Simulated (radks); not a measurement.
The numbers below are computed, except where a source is named.
Excited configurations of Cs IV: one electron is placed in a higher orbital outside [Kr] 4d10 5s2 5p3. The ground configuration is [Kr] 4d10 5s2 5p4. Code: a radial shooting solver on a logarithmic mesh with Libxc functionals. Model: Dirac Kohn-Sham, LDA (Slater exchange, Perdew-Wang correlation), spin-unpolarised, spherical densities, finite nucleus; open shells fill j = l - 1/2 first; Fermi nuclear charge, rms radius 4.8041 fm. Excitation = E - E(ground); binding = E(ion) - E, where the ion is the core of charge +4; n* = 4/sqrt(2 binding) in atomic units, and the quantum defect is n - n*.

4f5/2: excitation (eV) 20.704; binding (eV) 23.925; quantum defect 0.984; eigenvalue (eV) -17.495
5d3/2: excitation (eV) 17.711; binding (eV) 26.918; quantum defect 2.156; eigenvalue (eV) -22.648
5f5/2: excitation (eV) 31.450; binding (eV) 13.180; quantum defect 0.936; eigenvalue (eV) -11.129
6s1/2: excitation (eV) 20.627; binding (eV) 24.003; quantum defect 2.988; eigenvalue (eV) -21.173
7p1/2: excitation (eV) 32.792; binding (eV) 11.838; quantum defect 2.712; eigenvalue (eV) -10.529
7d3/2: excitation (eV) 35.627; binding (eV) 9.003; quantum defect 2.083; eigenvalue (eV) -7.986
7f5/2: excitation (eV) 38.462; binding (eV) 6.168; quantum defect 1.059; eigenvalue (eV) -5.457

The Delta-SCF ionisation energy is 44.630 eV (NIST Atomic Spectra Database: 43 eV, theoretical). Self-interaction in the functional shifts the binding energies and quantum defects, so they are the method's values and not measured ones. Spin polarisation and multiplet splitting are left out, so open shells lie too high by an amount that depends on their filling.

Beside tabulated values, note that spin-unpolarised runs miss the spin-polarisation part of the exchange energy of open shells.
